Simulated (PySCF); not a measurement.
PySCF input file for Si(CCH)2(H)(Me) (C₅H₆Si), SMILES C#C[SiH](C)C#C, B3LYP/pcSseg-1. Geometry: B3LYP-D3(BJ)/def2-SVP.

```python
import numpy as np
from pyscf import gto, scf, dft
from pyscf.prop.nmr import rks as nmr

mol = gto.M(
    atom='''
    Si    0.47190908    0.38554292    0.00000000
    C    -0.45125951    2.01823179   -0.00000001
    C     0.03035990   -0.58914887   -1.49598740
    C    -0.26851985   -1.21349323   -2.49721529
    C     0.03035990   -0.58914886    1.49598741
    C    -0.26851985   -1.21349323    2.49721529
    H     1.94389234    0.60625789   -0.00000000
    H    -0.19195071    2.60611097   -0.89453815
    H    -1.53822846    1.84408794    0.00000000
    H    -0.19195071    2.60611097    0.89453816
    H    -0.53150658   -1.76892712   -3.37905273
    H    -0.53150658   -1.76892712    3.37905274
    ''',
    basis='pcSseg-1',
    charge=0,
    spin=0,
    max_memory=1600,
    verbose=3,
)
mf = dft.RKS(mol, xc='b3lyp')
mf.grids.level = 3
mf.conv_tol = 1e-10
mf.max_cycle = 100
mf.kernel()
n = nmr.NMR(mf)
n.verbose = 2
n.max_cycle_cphf = 60
sigma = n.kernel()
print('atom   isotropic/ppm   span/ppm')
for i, s in enumerate(sigma):
    w = np.linalg.eigvalsh((s + s.T) / 2)
    print(f'{mol.atom_symbol(i):2s}{i + 1:3d} {w.mean():14.3f} {w[2] - w[0]:11.3f}')
```

It prints:

```
converged SCF energy = -483.527084490401
atom   isotropic/ppm   span/ppm
Si  1        406.454      61.227
C   2        179.588      10.974
C   3         94.156     296.244
C   4         78.645     250.916
C   5         94.156     296.244
C   6         78.645     250.916
H   7         26.912       7.617
H   8         31.028      10.712
H   9         30.803       9.104
H  10         31.028      10.712
H  11         29.193      14.405
H  12         29.193      14.405
```

The calculation finished and met its thresholds.

Cost: roughly 50 core-seconds.
